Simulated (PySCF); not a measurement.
Order these species by their calculated properties.

Species are written as SMILES; each is one conformer at its optimised geometry, gas phase (atoms past krypton carry core potentials, spin–orbit coupling is left out); the electronic structure was computed with PySCF and density fitting.

Dipoles, sizes and rotational constants follow the conformer. The torsions of the flexible species, by atom-mapped SMILES:
- `[NH2:1][SiH2:2][SiH2:3][CH2:4][SiH2:5]`: N1–Si2–Si3–C4 180°, Si2–Si3–C4–Si5 180°, H–N1–Si2–Si3 -68°, H–N1–Si2–Si3 68°
- `[F:1][CH2:2][CH2:3][CH:4]=[S:5]`: F1–C2–C3–C4 -62°, C2–C3–C4–S5 -126°
- `[CH2:1]=[CH:2][S:3](=[O:4])(=[O:5])[O-:6]`: C1–C2–S3–O4 119°

(1) Rank by smallest rotational constant, lowest first (PBE0-D3(BJ)/def2-SVP).
A. `FS(F)=S`
B. `[O-]S(=O)(=O)C=C`
C. `[SiH2]([SiH2]C[SiH2])N` [radical]
D. `[H][In]([H])[C]#N`
E. `[C]1=CC1` [radical]
F. `[C-]#CC`
G. `FCCC=S`

(2) By how much do the two ends of that ranking differ?

(3) Rank by dipole moment, lowest first (PBE0-D3(BJ)/def2-SVP).
A. `C#C[CH2]` [radical]
B. `N[SiH2][SiH2]C[SiH2]` [radical]
C. `FCCC=S`
D. `[C]1=CC1` [radical]

Answers

(1) C (0.726 GHz), G (1.577 GHz), B (2.590 GHz), D (2.812 GHz), A (2.959 GHz), F (9.161 GHz), E (15.105 GHz).

(2) By 14.379 GHz, between `[C]1=CC1` [doublet state] and `N[SiH2][SiH2]C[SiH2]` [doublet state].

(3) A (0.09 D), B (1.14 D), D (1.53 D), C (2.03 D).
